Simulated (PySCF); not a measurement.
C7H6N2S.
Geometry (PBE0-D3(BJ)/def2-SVP, Å), atoms numbered from 1 in this order:
```xyz
16
C7H6N2S angstrom
N     -3.178   -1.626   -0.324
C     -1.919   -1.448   -0.364
C     -1.154   -0.206   -0.204
C     -1.679    1.050    0.027
S     -0.495    2.297    0.162
C      0.788    1.168   -0.089
C      2.204    1.101   -0.176
C      2.495   -0.229   -0.406
N      1.332   -0.958   -0.461
C      0.273   -0.117   -0.268
H     -3.663   -0.738   -0.152
H     -1.303   -2.347   -0.543
H     -2.732    1.311    0.126
H      2.926    1.907   -0.085
H      3.462   -0.712   -0.535
H      1.280   -1.954   -0.618
```

Level: wB97X-D/def2-SVPD in PySCF, non-relativistic, on one gas-phase PBE0-D3(BJ)/def2-SVP geometry that isn't relaxed in the solvent. The solvent is an IEF-PCM continuum (cavity from Bondi-type radii × 1.2). Only the electrostatic response of the medium enters.

Gas phase at wB97X-D/def2-SVPD: HOMO -7.91 eV, LUMO 0.13 eV, dipole 2.58 D.

Problem. What does the continuum do to the energy, the frontier levels and the dipole at wB97X-D/def2-SVPD in chloroform?

Solution. 
```tsv
solvent	ε	E(solvent) − E(gas) (kcal/mol)	polarisation term (kcal/mol)	distortion of the solute (kcal/mol)	HOMO (eV)	LUMO (eV)	dipole (D)
chloroform	4.711	-7.59	-8.61	1.02	-7.81	0.15	3.11
```

Polarisation term: ½ Σ q·V over the induced surface charges. Distortion: the rise of the solute's own energy as its density leaves the gas-phase optimum.

Problem. Which radius a makes the point-dipole formula ΔE = −[(ε − 1)/(2ε + 1)]·μ²/a³ give the value in chloroform, with the gas-phase dipole?

Solution. μ = 1.013 au and |ΔE| = 0.01210 Eh give a = 1.65 Å; the farthest nucleus lies 3.64 Å from the centroid of the nuclei, so such a sphere wouldn't even hold the nuclei. The formula assumes a rigid point dipole at the centre of a sphere.

Problem. Give the dipole vector in the frame of the coordinates (D, pointing from negative to positive charge), gas and chloroform.

Solution. Gas (2.57, -0.10, -0.15), solvent (3.09, -0.30, -0.21). Its length changes by +21 % and its direction by 3°.

Problem. How does the static polarisability (wB97X-D/def2-SVPD, frozen core, with the continuum's full static response) change?

Solution. 
```json
{"medium": "gas", "isotropic (au)": "114.6", "principal values (au)": "64.9, 127.5, 151.5", "⟨r²⟩ of the electrons (bohr²)": "1587.6"}
{"medium": "chloroform", "isotropic (au)": "149.3", "principal values (au)": "82.4, 169.8, 195.7", "⟨r²⟩ of the electrons (bohr²)": "1588.1"}
```

The isotropic value in chloroform is 1.30 times the gas-phase one; no cavity-field correction is applied. ⟨r²⟩ is taken about the centre of nuclear charge.

wB97X-D is run here without its empirical dispersion term; that term would change no orbital, density or response property at a fixed geometry.
